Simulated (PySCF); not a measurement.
O₂Si, charge -1, doublet, at a GFN2-xTB geometry (a state made from the parent by changing its charge; the spin is typed, not shown lowest) (in this run its highest filled SCF level lies above zero, so its values depend strongly on the basis, on diffuse functions most of all); R2SCAN/STO-3G run with PySCF.

Input for PySCF:
```python
from pyscf import gto, scf, dft

mol = gto.Mole()
mol.atom = '''
    O    -1.386605    0.363772   -0.184258
    Si   -0.025576   -0.272681    0.199690
    O     1.431363    0.113419   -0.165199
'''
mol.basis = 'sto-3g'
mol.charge = -1
mol.spin = 1
mol.verbose = 3
mol.build()

mf = dft.UKS(mol)
mf.xc = 'r2scan'
mf.grids.level = 4
mf.kernel()
mf.analyze()
```

What the program printed (banner, timings and long lists left out):

```
converged SCF energy = -434.191437695787  <S^2> = 0.75271695  2S+1 = 2.0027151
**** MO energy ****
                             alpha | beta                alpha | beta
MO #1   energy= -64.5322420157082  | -64.5305851388159  occ= 1 | 1
MO #2   energy= -18.154085056134   | -18.1473964637358  occ= 1 | 1
MO #3   energy= -18.1539122304116  | -18.1472309487487  occ= 1 | 1
MO #4   energy= -4.54459794180305  | -4.54309638486118  occ= 1 | 1
MO #5   energy= -2.83462935694815  | -2.83359937045328  occ= 1 | 1
MO #6   energy= -2.83144142649532  | -2.8298371155626   occ= 1 | 1
MO #7   energy= -2.82898529543259  | -2.82468554908952  occ= 1 | 1
MO #8   energy= -0.47395859830647  | -0.451088706391523 occ= 1 | 1
MO #9   energy= -0.443673902663134 | -0.418079291513931 occ= 1 | 1
MO #10  energy= 0.0464754079440066 | 0.0712645099082543 occ= 1 | 1
MO #11  energy= 0.152732400121361  | 0.167299017696777  occ= 1 | 1
MO #12  energy= 0.156138933929494  | 0.185857070558111  occ= 1 | 1
MO #13  energy= 0.162921237198899  | 0.188557776146483  occ= 1 | 1
MO #14  energy= 0.258819380614929  | 0.271447134184967  occ= 1 | 1
MO #15  energy= 0.259494301782767  | 0.28268366928759   occ= 1 | 1
MO #16  energy= 0.325311215821388  | 0.390778270749909  occ= 1 | 0
MO #17  energy= 0.467459335167457  | 0.484882041772958  occ= 0 | 0
MO #18  energy= 0.648578334975892  | 0.662825569153906  occ= 0 | 0
MO #19  energy= 0.862633904258037  | 0.899901928916641  occ= 0 | 0

To work with the spin densities directly, `use mulliken_meta_spin()` only printing them here.

 ** Mulliken spin pop alpha/beta on meta-lowdin orthogonal AOs **
 ** Mulliken Spin Density (per atom)  **
spin density of  0 O =      0.35551
spin density of  1 Si =      0.28897
spin density of  2 O =      0.35552
 ** Mulliken pop alpha/beta on meta-lowdin orthogonal AOs **
 ** Mulliken atomic charges   ( Nelec_alpha | Nelec_beta ) **
charge of  0O =     -0.48101  (     4.41826      4.06275 )
charge of  1Si =     -0.03799  (     7.16348      6.87451 )
charge of  2O =     -0.48100  (     4.41826      4.06274 )

WARN: System has nonzero charge -1; the dipole moment is origin-dependent.
Location of origin: [0. 0. 0.]

Dipole moment(X, Y, Z, Debye): -0.02100, -0.22402,  0.16408
```
